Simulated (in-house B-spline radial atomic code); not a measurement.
Configurations of Rb VI (Rb5+), with energies counted from [Ar] 3d10 4s2 4p2. Method: scalar-relativistic (X2C) TPSSh, spin-polarised, spherical fractional occupations, exact exchange averaged over the configuration, Fermi nucleus of rms radius 4.2036 fm. Calculated with a radial B-spline atomic code at the basis-set limit. Shells without spins written out take the highest spin.

Occupations are held fixed; configurations that lie above the ionisation limit could autoionise.

```csv
configuration,E - E(ref) (eV),highest orbital,its <r> (bohr)
[Ar] 3d10 4s1 4p2 5f1,76.703,5f up,4.598
[Ar] 3d9 4s2 4p2 5s1,143.43,5s up,2.657
[Ar] 3d9 4s2 4p2 4f1,156.01,4f up,2.406
[Ne] 3s2 3p5 3d10 4s2 4p3,225.74,4p up,1.415
[Ne] 3s2 3p5 3d10 4s2 4p2 5f1,291.55,5f up,4.517
```

Q: Order these further configurations by energy, lowest first.
A. [Ar] 3d9 4s2 4p2 5f1
B. [Ar] 3d10 4s1 4p2 4d1
C. [Ar] 3d10 4s1 4p2 4f1
D. [Ar] 3d10 4s2 4p1 5f1
E. [Ar] 3d10 4s1 4p3

A: E (13.43 eV), B (41.598 eV), D (61.77 eV), C (64.456 eV), A (168.39 eV).
